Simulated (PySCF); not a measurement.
SMILES [CH3][Al]([CH3])[CH2]C[SiH2]F (C4H12AlFSi) at its GFN2-xTB optimised geometry (Å):

```
19

Si    -2.9568     1.1854     0.0000
F     -3.4760     2.7167     0.0000
C     -1.0646     1.1854     0.0000
C     -0.4722    -0.2415     0.0128
Al     1.5379    -0.1610    -0.0716
C      2.4281     1.5877    -0.4280
C      2.5993    -1.8265     0.1909
H     -3.5166     0.6141     1.2186
H     -3.5154     0.6128    -1.2185
H     -0.6880     1.7358     0.8678
H     -0.6878     1.7218    -0.8767
H     -0.8956    -0.8102    -0.8272
H     -0.8285    -0.7702     0.9079
H      3.5166     1.4817    -0.3608
H      2.2169     1.9834    -1.4272
H      2.1451     2.3777     0.2753
H      3.2855    -2.0108    -0.6424
H      3.2225    -1.7891     1.0907
H      1.9676    -2.7167     0.2834
```

Calculation: B3LYP/def2-SVP in PySCF.

Map of the electron localisation function on the plane z = 1.2 Å:

```
|                               |
|                               |
|                               |
|                               |
|                               |
|                               |
|      ..            ::         |
|     :--.    ..    *%%=        |
|     :--.   =%%-   %@@*.       |
|     ...   .%@@@   %@@+        |
|           -@@@@.  -**:        |
|    .:==:..-@@@@.  ...         |
|   =@@@@%:.:#@%=   ...         |
|  .%@@@@@-...:.    :-:         |
|  .%@@@@@-      .:. ..         |
|   *@@@@@.  -*+:-=. ..         |
|   :%@@@=  *@@@+--..--.        |
|    :+*-  .@@@@*...-+=-=+-     |
|          .@@@@=  .-=+%@@@=    |
|          .#@@%.   :-*@@@@#    |
|           :++:    .:+@@@@#    |
|                  .==-#@@%=    |
|                  +#*-:=+-.    |
|                 .*%#-         |
|                  -*+:         |
|                   ..          |
|                               |
|                               |
|                               |
|                               |
|                               |
```
Scale: ten equal steps from 0.000 (start of ' ') to 1.000 (end of '@'), in the order ' .:-=+*#%@'; x runs from -6.00 to 6.00, y from -6.00 (bottom) to 6.00 (top).
